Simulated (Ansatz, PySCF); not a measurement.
Process, species as SMILES: NC1CC1 → NC1[CH]C1 + H atom (the C-H bond at the site shown breaks; other sites are not compared here)
Each molecule is optimised on its own at B3LYP-D3(BJ)/def2-TZVP (Ansatz, an electronic-structure program), one conformer each, not searched for the lowest.

Quantity: bond dissociation energy (enthalpy at 298 K, with B3LYP-D3(BJ) rigid-rotor harmonic-oscillator terms from PySCF), in kJ/mol. Correlated levels leave the core frozen unless marked. Open shells are spin-unrestricted. Spin-orbit coupling is left out. No relativistic terms. Basis-set limits of correlation are two-point, X^-3; Hartree-Fock from the larger set. The bracket is a focal-point correction in the basis named.

```
level          program  bond dissociation energy (kJ/mol)
-------------  -------  ---------------------------------
HF/cc-pVTZ      Ansatz                              353.0
HF/def2-TZVPD    PySCF                              351.7
```

Task: What does RI-MP2/CBS(cc-pVTZ,cc-pVQZ)+[CCSD(T)-MP2]/cc-pVTZ (Ansatz) give?

Result: 462.9 kJ/mol, so HF/def2-TZVPD differs from it by -111.2 kJ/mol.
